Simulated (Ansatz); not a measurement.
`[CH3][GeH2][NH][SiH3]` and `[SiH3][NH][GeH3]` differ in one atom or group.

Ansatz, PBE0-D4/def2-TZVP geometries, multiplicity 1. Each molecule was computed in one conformer, which needn't be the lowest.

Scalar relativity is left out up to krypton.

```tsv
property	`[CH3][GeH2][NH][SiH3]`
HOMO energy (B3LYP/def2-TZVPP) / eV	-6.89
HOMO–LUMO gap (PBE/def2-TZVPP) / eV	5.15
LUMO energy (ωB97M-V/def2-TZVPP) / eV	1.81
zero-point energy (PBE0-D4/def2-TZVP) / kJ/mol	244.8
HOMO–LUMO gap (PBE0/def2-TZVPP) / eV	7.32
HOMO energy (ωB97M-V/def2-TZVPP) / eV	-9.40
```

(1) Give the same properties after the change, and the shifts. (An estimate is asked.)

Results:

(1) The calculation gave: 
| property | `[SiH3][NH][GeH3]` | shift |
| --- | --- | --- |
| HOMO energy (B3LYP/def2-TZVPP) / eV | -7.05 | -0.16 |
| HOMO–LUMO gap (PBE/def2-TZVPP) / eV | 5.10 | -0.05 |
| LUMO energy (ωB97M-V/def2-TZVPP) / eV | 1.62 | -0.19 |
| zero-point energy (PBE0-D4/def2-TZVP) / kJ/mol | 168.5 | -76.3 |
| HOMO–LUMO gap (PBE0/def2-TZVPP) / eV | 7.27 | -0.05 |
| HOMO energy (ωB97M-V/def2-TZVPP) / eV | -9.56 | -0.16 |

With PBE0 the HOMO falls by 0.17 eV and the LUMO falls by 0.22 eV, so the gap narrows by about 0.05 eV. PBE moves the HOMO by -0.15 eV and ωB97M-V by -0.16 eV. The zero-point energy changes by -76.3 kJ/mol with -9 modes.

Positive LUMOs are unbound, so they and the gaps depend on the basis.

B3LYP here is the variant with VWN-RPA as its local correlation; programs differ in this.
